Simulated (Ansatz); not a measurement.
Harmonic frequencies (cm⁻¹) at PBE0-D4/def2-TZVP from Ansatz: 102, 157, 213, 367, 430, 447, 499, 541, 611, 647, 666, 736, 787, 800, 874, 901, 918, 1354, 2232, 2238, 2261, 2688, 3114, 3193.

Each molecule was computed in one conformer, which needn't be the lowest.

Question: Which molecule is it?
A. `C[SiH]1[SiH2]S1`
B. `S[SiH]1C[SiH2]1`
C. `[SiH3][SiH]1CS1`
D. `[SiH3]C1[SiH2]S1`

Answer: B.
